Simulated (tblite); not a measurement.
Compound: C₅H₆F₂OSi.
SMILES with atom numbers: `[CH3:1][O:2][C:3]1=[C:4]([F:5])[SiH2:6][CH:7]=[C:8]1[F:9]` (hydrogens: H10, H11, H12 on C1; H13, H14 on Si6; H15 on C7)

Cartesian coordinates in Å at the GFN2-xTB level; atoms count from 1:
```xyz
15
C5H6F2OSi angstrom
C      2.5699   -0.3208   -0.3528
O      1.5959   -0.2887    0.6675
C      0.3142   -0.0749    0.3149
C     -0.2838    0.1304   -0.8747
F      0.3859    0.1597   -2.0592
Si    -2.1478    0.3692   -0.6922
C     -1.9448    0.1509    1.1625
C     -0.6549   -0.0540    1.4246
F     -0.1662   -0.2477    2.6582
H      3.5176   -0.5035    0.1500
H      2.6158    0.6309   -0.8884
H      2.3718   -1.1249   -1.0662
H     -2.5814    1.7082   -1.0818
H     -2.9138   -0.6995   -1.3279
H     -2.6827    0.1727    1.9435
```

All values are computed: GFN2-xTB (tblite) harmonic vibrations without scaling, gas phase. Errors from tens to a few hundred cm⁻¹ against measured bands are possible. Modes of hydrogen on silicon can be 10 to 20 % off. One conformer, not necessarily the lowest.

Harmonic wavenumbers (cm⁻¹): 78.3, 131.1, 171.2, 190.3, 210.6, 254.8, 272.1, 315.1, 386.3, 428.3, 460.9, 489.9, 498.5, 513.4, 619.7, 624.6, 627.8, 753.8, 790.1, 818.3, 924.9, 1018.2, 1099.4, 1119.7, 1143.7, 1170.3, 1180.0, 1308.6, 1405.2, 1466.9, 1476.7, 1612.6, 1638.4, 2286.6, 2289.5, 2962.6, 2974.3, 3036.7, 3133.6.

A = 1680, B = 1412, C = 778.0 MHz; mass 148.016 u (most abundant isotopes); point group Cs, symmetry number 1.

**Question.** Zero-point energy?

**Answer.** ½Σν̃ = 20942 cm⁻¹ = 59.87 kcal/mol.

**Question.** Entropy at 298.15 K, 1 bar (ideal gas, RRHO, classical rotation)?

**Answer.** Translation 40.91, rotation 29.54, vibration 25.23: S = 95.7 cal/(mol K).

**Question.** And Cp and H(298.15 K) − H(0)?

**Answer.** Cp = 38.04 cal/(mol K), of which vibrations give 30.09 (their classical limit is 39 R = 77.5); H(298.15 K) − H(0) = 6.74 kcal/mol without the zero-point energy, 4.37 from vibrations.

**Question.** Which modes carry the vibrational entropy at 298.15 K?

**Answer.** 78.3 cm⁻¹: 3.93; 131.1 cm⁻¹: 2.93; 171.2 cm⁻¹: 2.42; 190.3 cm⁻¹: 2.22; 210.6 cm⁻¹: 2.04; 254.8 cm⁻¹: 1.70 cal/(mol K); the other 33 give 9.98 together.

**Question.** How do the functions run with temperature in this model?

**Answer.** 
```
T (K)  S (cal/(mol K))  Cp (cal/(mol K))  H − H(0) (kcal/mol)  G − H(0) (kcal/mol)  ln q(vib)
  100             66.9              17.1                 1.14                -5.55       0.83
  200             82.4              28.7                 3.45               -13.03       2.94
  300             95.9              38.2                 6.81               -21.97       5.36
  500            119.0              52.2                15.95               -43.53      10.29
  800            146.4              64.5                33.64               -83.52      17.13
 1000            161.4              69.5                47.06              -114.34      21.24
```

q(vib) and H(0) count from the zero-point level.

Hindered rotation and anharmonicity are outside this model. Other conformers, if any are populated, would add a mixing term that is left out.
